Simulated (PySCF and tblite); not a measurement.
C4H2BrNO3, numbered as in [O:1]=[C:2]([OH:3])[c:4]1[cH:5][o:6][c:7]([Br:8])[n:9]1.

Conformers came from 90 starts (ETKDG, MMFF94s, GFN2-xTB); geometries are GFN2-xTB. Free energies are PBE0-D3(BJ)/pcSseg-1 single points with GFN2-xTB rigid-rotor and vibrational terms (modes under about 100 cm⁻¹ blended into free rotors). Symmetry numbers and mirror images are counted. Conformers within 2.5 kcal/mol (GFN2-xTB free energy) were kept, 4 at most. GIAO shieldings: PBE0/pcSseg-1. Shifts are against TMS (¹H), TMS (¹³C), NH3 (¹⁵N) at the same level. (PySCF 2.14, tblite 0.8.)

Task: List the conformer-averaged shifts at 298.15 K.

Result: ¹H: 8.45 (H5, 1H) ppm. ¹³C: 164.8 (C2), 156.9 (C7), 155.8 (C5), 142.2 (C4) ppm. ¹⁵N: 307.3 (N9) ppm.

Task: How do the conformers differ?

Result: Torsions listed: O1–C2–O3–H3, O3–C2–C4–N9.
| conformer | shape | weight % |
| --- | --- | --- |
| 1 | 0°, 0° | 70.5 |
| 2 | 0°, 180° | 29.5 |

| signal | 1 | 2 | average |
| --- | --- | --- | --- |
| H5 | 8.49 | 8.35 | 8.45 |
| C2 | 165.8 | 162.4 | 164.8 |
| C4 | 142.5 | 141.3 | 142.2 |
| C5 | 156.0 | 155.3 | 155.8 |
| C7 | 156.6 | 157.6 | 156.9 |
| N9 | 306.6 | 308.8 | 307.3 |

The minima are those of GFN2-xTB; planar forms about aryl–S or allylic bonds may be saddles in DFT. Spin–orbit effects of the heavy atoms on shieldings are missing. H on N, O and S are left out: they exchange, and hydrogen bonds move them by several ppm. At a carbon that bears Br the missing effect is some 10 ppm, beside I tens of ppm. Unscaled ¹⁵N shifts at such levels can be off by tens of ppm; differences between conformers or isomers are more reliable. Shifts are unscaled: against experiment ¹³C can be off by 15 ppm or more and ¹H by 0.8 ppm.


¹⁵N shifts are against a computed isolated NH3 molecule, about 20 ppm from the liquid.

Conformer gaps in pcSseg-1 on xTB geometries can be 2 kcal/mol off for S=O, P=O and other polar bonds.